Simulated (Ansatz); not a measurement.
The first iterations of a band of BrFH3NSi (7 atoms, charge 0, multiplicity 1).

These are results of UKS PBE-D4/def2-SVP in Ansatz, not measurements.

```
movable images  : 2
climbing image  : yes
spring          : 5.0 eV/Å²
optimiser       : quadratic models (default)
start path      : through a guess of the saddle point
force threshold : 0.03 eV/Å
iteration limit : 60
end points      : relaxed
```

Initial state:

```xyz
7
Properties=species:S:1:pos:R:3
N -0.268 1.079 -0.009
Si 0.327 -0.522 0.139
F 0.229 -0.991 1.699
Br -0.853 -2.067 -0.981
H -1.254 1.297 0.153
H 0.138 1.689 -0.721
H 1.744 -0.553 -0.326
```

Final state:

```xyz
7
Properties=species:S:1:pos:R:3
N 0.274 0.749 -0.171
Si 0.613 -1.325 0.077
F 0.101 -1.132 1.658
Br -1.470 -1.656 -0.994
H -0.618 0.949 0.310
H 0.154 1.000 -1.163
H 1.007 1.348 0.238
```

| iteration | highest image above the first end (eV) | largest band force component (eV/Å) |
| --- | --- | --- |
| 1 | 3.153 | 6.994 |
| 2 | 2.190 | 2.418 |
| 3 | 1.743 | 0.721 |
| 4 | 1.426 | 1.469 |
| 5 | 1.313 | 1.086 |
| 6 | 1.247 | 0.908 |
| 7 | 1.345 | 1.115 |
| 8 | 1.745 | 1.450 |
| 9 | 2.473 | 1.985 |
| 10 | 2.384 | 1.425 |
| 11 | 2.558 | 1.174 |
| 12 | 2.846 | 1.302 |
| 13 | 2.658 | 0.834 |

Problem. Does the band converge within its limit, and where does its top end?

Solution. The run converged. It ended after 39 iterations with the highest image 2.610 eV above the first end. Neighbouring images differ by up to 2.6 eV, so the band resolves the path poorly. Another band between the same ends (5 images) ends at a top of the same energy, where a vibrational analysis finds 1 clearly imaginary mode. So few images can step over the top or miss a turn of the path. The orbitals stay closed-shell, which can raise the energy where a bond breaks towards radicals; this wasn't checked here.

Time of the run: 110 s on 2 threads of Intel(R) Xeon(R) Platinum 8488C (Sapphire Rapids), with other jobs on the host, peak memory 0.17 GiB.
